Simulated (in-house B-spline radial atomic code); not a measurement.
## Two electrons outside the [Ne] 3s2 core: P+

Computed with an all-electron radial atomic-structure program (B-spline basis): configuration interaction (CI) of the two valence electrons in the field of the frozen Dirac-Fock core, alone and with many-body perturbation theory for the core (screened one- and two-electron correlation potentials), Breit and QED terms; no-pair Dirac Hamiltonian, finite nucleus. Labels give the configuration (outer n counted up each series) and the leading LS term, or the jj pair where no LS term holds 70 %.

The outer s² shell of this core is soft: its mixing with p² is only treated to second order, so levels can be several per cent off.

Command:
```bash
python run_mb.py task.json out
```
Settings (nuclear radius in fm, box in bohr, cutoff in hartree):
```
basis_form          3
Z                   15
core_configuration  [Ne] 3s2
rms_radius          3.1889
mass_number         31
speed_of_light      137.036
box_radius          30.0
lmax                6
intervals           67
virtual_cutoff      450.0
```

Run time, properties included: 38 s on 1 thread of AMD EPYC 9R45 96-Core Processor, on a shared host.

Excitation energies (cm⁻¹):

| level | purity of the LS term | CI alone | CI + MBPT + Breit + QED | Landé g of the LS mixture | measured (NIST) |
| --- | --- | --- | --- | --- | --- |
| 3p2 3P0 | 1.0 | 0 | 0 | - | 0 |
| 3p2 3P1 | 1.0 | ? | ? | ? | ? |
| 3p2 3P2 | 0.999 | ? | ? | ? | ? |
| 3p2 1D2 | 0.999 | 9631 | 7698 | 1.00 | 8882 |
| 3p2 1S0 | 1.0 | 20050 | 22114 | - | 21576 |

**Question.** Where does 3p2 3P1 lie?

**Answer.** 170 cm⁻¹ in CI alone and 165 cm⁻¹ with all corrections; g = 1.50; measured 165 cm⁻¹.

**Question.** Where does 3p2 3P2 lie?

**Answer.** 485 cm⁻¹ in CI alone and 468 cm⁻¹ with all corrections; g = 1.50; measured 469 cm⁻¹.

**Question.** What is the first ionisation energy?

**Answer.** 19.716 eV to the 3p1/2 state of the next ion (18.83 eV from CI alone). NIST lists 19.76949 ± 4e-05 eV (semi-empirical).
